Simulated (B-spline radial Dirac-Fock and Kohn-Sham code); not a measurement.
**Satellites and hypersatellites of the K lines of In²⁺**

System: indium as In²⁺ in the configuration [Kr] 4d10 5s1, inside a Watson sphere of charge -2 and radius 3 Å (a model of the Madelung potential; inside it an electron's potential energy is raised by 9.6 eV).

Method: multi-electron Dirac-Fock with separately optimised hole states, Breit and Lamb-shift corrections added in first order. Computed with a radial B-spline solver. Each two-hole energy is an average over J within one jj subconfiguration, not an observable level; in light atoms, where LS coupling holds, the j-resolved values are not observed lines, and for a K spectator the Kα1 hypersatellite is nearly forbidden. Correlation energy is missing from these numbers.

Lines without a spectator: Kα2 (K-L2) 24000.1 eV, Kα1 (K-L3) 24208.1 eV, Kβ3 (K-M2) 27233.7 eV, Kβ1 (K-M3) 27272.1 eV. Shifts in eV with one spectator hole (a dash: not computed, or left out as unreliable):

```
spectator hole    Kα2    Kα1     Kβ3     Kβ1
    L2 (2p1/2)  +61.8  +77.9       –  +164.8
    L3 (2p3/2)  +60.7  +60.8  +146.3       –
    M2 (3p1/2)      –  +8.91  +19.84  +24.14
    M3 (3p3/2)  +6.62      –  +20.52  +19.95
    M4 (3d3/2)  +1.18  -1.40       –       –
    M5 (3d5/2)  -1.86  +0.02       –       –
```

Question: Where does the K-L3 hypersatellite lie, emitted when both K electrons are missing?

Answer: +579.7 eV from the normal line, at 24787.8 eV. Removing both K electrons costs 56696.3 eV, which is 781.6 eV more than twice the K binding energy.

With n spectator holes in 2p, averaged over the 2p shell (energies in eV):

```tsv
n	KαLⁿ	step	hypersatellite KαʰLⁿ
0	24138.8	–	24712.7
1	24204.2	+65.4	24779.6
2	24270.8	+66.7	24847.7
3	24338.7	+67.9	24917.1
4	24407.9	+69.2	24987.7
5	24478.3	+70.4	25059.7
```
